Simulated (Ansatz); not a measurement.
Relaxation of CH3ClZn (6 atoms, charge 0, multiplicity 1), to a largest force component of 0.02 eV/Å in at most 40 steps.

Method: Ansatz 0.2.0, RKS LDA/def2-SVP.

```xyz
6
Properties=species:S:1:pos:R:3:forces:R:3
Zn 0.000 0.000 0.000 0.00 0.00 0.66
Cl 0.000 0.000 2.240 0.00 0.00 -1.82
C 0.000 0.000 -1.980 0.00 0.00 1.12
H 0.280 -1.008 -2.350 -0.01 0.03 0.02
H -1.013 0.262 -2.350 0.03 -0.01 0.02
H 0.733 0.747 -2.350 -0.02 -0.02 0.02
```

Where does it end, and by what steps?

It converged. After 4 steps the energy has fallen by 0.220 eV; Cl2 moved furthest, 0.18 Å.

```csv
step,energy less start (eV),largest force component (eV/Å),accepted
0,0.0000,1.823,yes
1,-0.1919,0.697,yes
2,-0.2180,0.244,yes
3,-0.2200,0.039,yes
4,-0.2201,0.016,yes
```

```xyz
6
Properties=species:S:1:pos:R:3
Zn 0.000 0.000 -0.025
Cl 0.000 0.000 2.057
C 0.000 0.000 -1.913
H 0.278 -1.001 -2.303
H -1.006 0.260 -2.303
H 0.728 0.741 -2.303
```

Whether the end is a true minimum wasn't checked by a vibrational analysis.

The run took 4.5 s on 2 threads of Intel(R) Xeon(R) Platinum 8488C (Sapphire Rapids), on a shared host, peak memory 0.16 GiB.
